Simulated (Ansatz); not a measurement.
Correlation energies of `[NH]1[SiH2][O][GeH2]1` by basis set

```xyz
9

N    -0.122   -0.939    0.391
Si    1.088    0.280    0.572
O     0.280    1.293   -0.472
Ge   -1.071    0.128   -0.769
H    -0.285   -1.858    0.759
H     1.226    0.851    1.939
H     2.446   -0.085    0.086
H    -2.425    0.662   -0.270
H    -1.136   -0.331   -2.236
```

Total charge 0; spin multiplicity 1. Correlated methods freeze the filled d shell of Ge. Scalar relativity is left out up to krypton. The geometry is a stationary point of PBE0-D4/def2-TZVP. Frozen core, restricted reference, the Gaussian-basis code of Ansatz.

```tsv
basis	HF (Eh)	MP2 corr.
def2-SVP	-2496.13550	-0.53857
def2-TZVPP	-2496.67975	-0.67890
def2-QZVPP	-2496.73815	-0.73049
```

(1) Estimate the CCSD correlation energy and the (T) correction in each basis where they were run (hartree).

## Answers

(1) 
```tsv
basis	CCSD corr.	(T)
def2-SVP	-0.57540	-0.01542
def2-TZVPP	-0.70899	-0.02732
```
